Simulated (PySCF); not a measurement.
# SiBr, PBE0: how much the basis matters

PySCF, UKS reference; doublet, unpaired electrons π ↑; De to Si + Br without counterpoise correction.

```
                 basis                           relativity  functions  Re (Å)  ωe (cm⁻¹)  De (eV)  μ (D)
cc-pV(T+d)Z/cc-pVTZ-PP  scalar-relativistic core potentials         78   2.231        423     3.90  -0.73
            def2-TZVPP                        no relativity         90   2.231        423     3.93  -0.78
           def2-TZVPPD                        no relativity        105   2.231        422     3.93  -0.77
```

How does each smaller set differ from the one with most functions, def2-TZVPPD?

cc-pV(T+d)Z/cc-pVTZ-PP: +0.0 pm, +0.2 % in ωe, -0.03 eV in De; def2-TZVPP: +0.0 pm, +0.2 % in ωe, +0.00 eV in De. All at PBE0; the set with most functions is neither the basis-set limit nor always the best. The rows treat relativity differently, so the differences are not basis effects alone.

A positive dipole means Si(−)Br(+). Spin–orbit coupling is left out. The state is the lowest determinant that a PBE0 search found; another state may lie lower at other levels.
